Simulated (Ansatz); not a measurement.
Gas-phase electronic energies from Ansatz, PBE0-D4/def2-TZVP geometries. CCSD(T)/CBS adds triple-zeta CCSD(T) − MP2 to the extrapolated MP2 energy (def2 sets, frozen cores). This one scheme is used for every species. Functionals use def2-TZVPP. B3LYP here is the variant with VWN-RPA as its local correlation; programs differ in this. def2 core potentials past Kr. For In outer-core shells are correlated without core-valence functions, which leaves a few kJ/mol of doubt a bond. One conformer a species, not always the lowest.

Reaction (ligand exchange at the In–N bond): `[OH][InH][NH][SiH3]` + H₂S → `[OH][InH][SH]` + `N[SiH3]`

`[OH][InH][NH][SiH3]`:

Z-matrix (Å, degrees):
```
Si
N 1 1.716
H 1 1.492 2 113.2
H 1 1.489 2 106.8 3 119.3
H 1 1.492 2 113.1 3 -121.5
In 2 2.027 1 127.6 3 -119.0
H 2 1.010 1 117.1 3 60.9
O 6 1.985 2 111.8 1 179.9
H 6 1.690 2 127.3 1 -0.1
H 8 0.959 6 113.7 2 -0.0
```

H₂S:

Cartesian coordinates in Å:
```
S -0.586 0.157 -0.124
H 0.589 0.793 -0.236
H -0.003 -0.949 0.361
```

`[OH][InH][SH]`:

Z-matrix (Å, degrees):
```
In
S 1 2.367
O 1 1.985 2 108.2
H 1 1.703 2 128.4 3 -180.0
H 2 1.345 1 91.6 3 0.0
H 3 0.960 1 113.9 2 -179.9
```

`N[SiH3]`:

Cartesian coordinates in Å:
```
N 1.056 -0.113 0.096
Si -0.633 0.178 -0.042
H 1.587 -0.361 -0.723
H 1.415 -0.587 0.909
H -0.844 1.118 -1.173
H -1.485 -1.022 -0.298
H -1.097 0.786 1.232
```

```
             level  ΔE (kJ/mol)  difference from CCSD(T)/CBS
            PBE-D4        -70.9                        -10.2
         r2SCAN-D4        -71.2                        -10.5
           ωB97X-V        -65.6                         -4.9
           ωB97M-V        -67.2                         -6.5
            B2PLYP        -66.7                         -6.0
               PBE        -73.2                        -12.5
             B3LYP        -71.6                        -10.9
     HF/def2-TZVPP        -73.1                        -12.4
SCS-MP2/def2-TZVPP        -59.3                          1.4
   CCSD/def2-TZVPP        -60.7                          0.0
CCSD(T)/def2-TZVPP        -59.5                          1.2
     HF/def2-QZVPP        -71.9                        -11.2
    MP2/def2-QZVPP        -61.5                         -0.8
      HF/CBS(def2)        -71.8                        -11.1
     MP2/CBS(def2)        -62.4                         -1.7
    CCSD/CBS(def2)        -62.0                         -1.3
       CCSD(T)/CBS        -60.7                            0
```

Largest T1 diagnostic among the species: 0.016.

In def2-TZVPP, CCSD(T) changes the Hartree–Fock value by +13.7 kJ/mol (the triples alone add +1.2 kJ/mol) and MP2 by +12.0 kJ/mol. The D4 term adds +3.7 kJ/mol with B3LYP and +2.1 kJ/mol with PBE0; it sums over pairs of atoms, weighted by their polarisabilities, and B3LYP, whose exchange is more repulsive, gets the larger term.
